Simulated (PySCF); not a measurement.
# Which determinant of AlBr lies lowest?

Unrestricted PBE0; PySCF, no relativity, basis sets Al def2-TZVPP, Br def2-TZVPP. Outer shells of the fragments: Al 3s2 3p1; Br 3d10 4s2 4p5.

Followed along the bond (rough minima from three points):

```
2Ms+1  unpaired  ⟨S²⟩ at the start  R at minimum (Å)  Te (eV)
    1      none               0.00              2.33     0.00
    3  σ ↑, π ↑               2.00              2.28     2.70
```

Solutions found at the starting distance of 2.310 Å, counted from the lowest of them; the search is not exhaustive and high or unbound solutions are not listed, so other states can lie among these:

```tsv
2Ms+1	unpaired	term	E (eV)	⟨S²⟩	⟨Lz²⟩	μ (D)
1	none	¹Σ⁺	0.00	0.00	0.00	-1.62
3	σ ↑, π ↑	³Π	2.70	2.00	1.00	-1.65
1	σ ↑, π ↓	mixed	3.36	1.01	1.01	-1.24
3	σ ↑↑	³Σ⁺	5.05	2.00	0.00	-0.90
3	π ↑↑	mixed	5.52	2.02	2.02	3.82
3	π ↑↑	mixed	5.71	2.02	2.02	3.93
1	π ↑↓	mixed	5.73	1.01	2.02	3.94
1	π ↑↓	mixed	7.14	1.00	2.02	-1.23
3	σ ↑, π ↑	³Π	7.62	2.01	1.01	3.78
1	σ ↑, π ↑↓↓	mixed	8.73	2.01	3.03	3.62
```

A term symbol is given only where ⟨S²⟩ and ⟨Lz²⟩ are close to those of a pure state; real π, δ and φ orbitals otherwise mix terms. A positive dipole means Al(−)Br(+).

Counting both spins, an empty level lies below a filled one in some of these solutions, because spin and occupation are held.
